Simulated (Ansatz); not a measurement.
Stepwise reaction of `N[Si](N)(O)[SiH3]` with hydrogen chloride, as a gas-phase model of exchange steps in deposition or etching. ΔE in kJ/mol.

Computed with Ansatz on PBE0-D4/def2-TZVP structures; ΔE is electronic, products minus reactants. CBS: MP2 limit from def2 TZ/QZ plus the TZ coupled-cluster correction, frozen cores. This one scheme is used for every species. DFT in def2-TZVPP. B3LYP here is the variant with VWN-RPA as its local correlation; programs differ in this. Each species was taken in one conformer, which may not be the lowest.

```csv
step,reaction,PBE-D4,B3LYP-D4,ωB97M-V,CCSD(T)/CBS
1,`N[Si](N)(O)[SiH3]` + HCl → `N[Si](O)([SiH3])Cl` + NH₃,-46.6,-43.1,-43.8,-42.2
2,`N[Si](O)([SiH3])Cl` + HCl → `O[Si]([SiH3])(Cl)Cl` + NH₃,-46.3,-43.0,-43.1,-43.1
```

(1) By hand: ΔE of the 2 steps together at CCSD(T)/CBS.

Results:

(1) (-42.2) + (-43.1) = -85.3 kJ/mol, or -42.7 kJ/mol a step.

In ΔE the steps differ by no more than 0.9 kJ/mol. All are downhill at CCSD(T)/CBS. PBE-D4 differs from CCSD(T)/CBS by -4.4 to -3.2 kJ/mol a step. Only this route is followed, and other bonds may react first. Isolated molecules leave out the surface, adducts and barriers. Largest T1 diagnostic: 0.012.
